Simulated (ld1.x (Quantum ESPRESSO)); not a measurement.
**Transferability test, TM potential for Hf**

hafnium, norm-conserving Troullier–Martins (Kleinman–Bylander form), made with ld1.x (Quantum ESPRESSO) 7.5 (LDA (PZ), scalar-relativistic). Core [Xe] 4f14, reference 5d2 6s1.75 6p0.25. Waves: 6s (bound): rc 2.35 bohr; 5d (bound): rc 2.40 bohr; 6p (bound): rc 3.60 bohr. Local part: the p channel. Core correction: Bessel-smoothed model core, default radius (core density twice the valence density).

Energies are relative to the spin-unpolarised reference configuration 5d2 6s1.75 6p0.25; without spin polarisation the order of configurations can differ from experiment. Spin-polarised rows fill each open shell by Hund’s rule, majority spin first. The frozen-core shift is the all-electron ΔE with the core orbitals held at their reference shape minus the fully relaxed ΔE.

Question: Give the all-electron excitation energy and the error of the potential for: 5d2 6s2 6p0; 5d2 6s1 6p0; 5d2 6s0 6p0; 5d2.5 6s1.5 6p0; 5d1 6s0 6p0; 5d2 6s1.5 6p0; 5d3 6s0 6p0; 5d2 6s1.75 6p0.25 (spin-polarised); 5d2 6s2 6p0 (spin-polarised).

Answer:

```json
{"valence configuration": "5d2 6s2 6p0", "charge": "0", "ΔE all-electron (eV)": "-0.956", "error AE − PS (meV)": "-0.1", "frozen-core shift (meV)": "-0.1"}
{"valence configuration": "5d2 6s1 6p0", "charge": "+1", "ΔE all-electron (eV)": "7.242", "error AE − PS (meV)": "-7.5", "frozen-core shift (meV)": "+3.9"}
{"valence configuration": "5d2 6s0 6p0", "charge": "+2", "ΔE all-electron (eV)": "21.745", "error AE − PS (meV)": "-57", "frozen-core shift (meV)": "+27"}
{"valence configuration": "5d2.5 6s1.5 6p0", "charge": "0", "ΔE all-electron (eV)": "0.292", "error AE − PS (meV)": "-15", "frozen-core shift (meV)": "+8.0"}
{"valence configuration": "5d1 6s0 6p0", "charge": "+3", "ΔE all-electron (eV)": "43.847", "error AE − PS (meV)": "-354", "frozen-core shift (meV)": "+337"}
{"valence configuration": "5d2 6s1.5 6p0", "charge": "+0.5", "ΔE all-electron (eV)": "2.393", "error AE − PS (meV)": "-1.8", "frozen-core shift (meV)": "+1.0"}
{"valence configuration": "5d3 6s0 6p0", "charge": "+1", "ΔE all-electron (eV)": "9.276", "error AE − PS (meV)": "-75", "frozen-core shift (meV)": "+31"}
{"valence configuration": "5d2 6s1.75 6p0.25 (spin-polarised)", "charge": "0", "ΔE all-electron (eV)": "-0.603", "error AE − PS (meV)": "+9.0", "frozen-core shift (meV)": "+10"}
{"valence configuration": "5d2 6s2 6p0 (spin-polarised)", "charge": "0", "ΔE all-electron (eV)": "-1.397", "error AE − PS (meV)": "+4.5", "frozen-core shift (meV)": "+8.4"}
```

Levels in the configuration 5d3 6s0 6p0:

```
level  all-electron (eV)  pseudo (eV)
   5d             -8.240       -8.143
```

A variational frozen-core shift is positive and of second order in the change. This column holds negative values, so the frozen-core run of ld1.x carries numerical noise or an error of first order here, and the column gives no more than the rough size of the effect.
